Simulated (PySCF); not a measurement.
Species: C₈H₅F₃OS.
Bonds: O1–C2 (double), C2–C3, C3–C4 (aromatic), C4–C5 (aromatic), C5–C6 (aromatic), C6–C7 (aromatic), C7–C8 (aromatic), C8–S9, C2–C10, C10–F11, C10–F12, C10–F13, C3–C8 (aromatic). Hydrogens: H14 on C4; H15 on C5; H16 on C6; H17 on C7; H18 on S9.

Computed with PySCF 2.14.0, PBE0-D3(BJ)/def2-SVP geometry optimisation, gas phase.

Question: What internal coordinates does the optimisation give?

Answer: 
| bond | length (pm) | order |
| --- | --- | --- |
| O1=C2 | 121.5 | double |
| C2–C3 | 146.9 | single |
| C3–C4 | 141.4 | aromatic |
| C4–C5 | 138.2 | aromatic |
| C5–C6 | 139.8 | aromatic |
| C6–C7 | 138.4 | aromatic |
| C7–C8 | 140.6 | aromatic |
| C8–S9 | 174.9 | single |
| C2–C10 | 155.6 | single |
| C10–F11 | 131.7 | single |
| C10–F12, C10–F13 | 133.6 | single |
| C3–C8 | 142.5 | aromatic |
| C4–H14 | 108.8 | single |
| C5–H15 | 109.1 | single |
| C6–H16 | 109.3 | single |
| C7–H17 | 109.3 | single |
| S9–H18 | 135.7 | single |

Bonds in one row agree within 1 pm and their mean is given. Orders are formal, as drawn. A selection of angles:
| angle | degrees |
| --- | --- |
| O1–C2–C3 | 126.1 |
| O1–C2–C10 | 115.1 |
| C3–C2–C10 | 118.8 |
| C2–C3–C4 | 119.6 |
| C2–C3–C8 | 122.1 |
| C4–C3–C8 | 118.3 |
| C3–C4–C5 | 122.0 |
| C4–C5–C6 | 119.2 |
| C5–C6–C7 | 120.3 |
| C6–C7–C8 | 121.4 |
| C7–C8–S9 | 114.5 |
| C3–C8–C7 | 118.7 |
| C3–C8–S9 | 126.8 |
| C2–C10–F11 | 110.1 |
| C2–C10–F12 | 110.9 |
| F11–C10–F12 | 108.1 |
| H18–S9–C8 | 95.4 |

Torsions: O1–C2–C3–C4 -177° (antiperiplanar); O1–C2–C10–F11 -2° (synperiplanar); H18–S9–C8–C7 179° (antiperiplanar). The mirror-image conformer, all signs reversed, is as good.

S9 (thiol sulfur) is bent (angle 95.4°). The 6-membered ring C3–C4–C5–C6–C7–C8 has internal angles of 118.3° to 122.0°; it is planar, 0.00 Å rms from its mean plane, widest ring torsion 0°. The C–C distances run from 1.382 Å (C4–C5, aromatic) to 1.556 Å (C2–C10, drawn single), a spread of 0.174 Å. Of the pairs four or more bonds apart, O1···H18 is among the closest relative to their van der Waals radii: 1.80 Å, 66 % of the sum of Bondi's values.

Point group: near Cs, missed by 0.14 Å at most; the miss may be what the optimiser left on a soft mode. Whether it is a minimum is left open (no frequencies). The numbers are those of one conformer (O1–C2–C3–C4 -177°, C7–C8–S9–H 179°).

Time: 3.7 min of wall time. Hardware: one thread of an x86-64 server, on a shared host. This is the geometry optimisation.
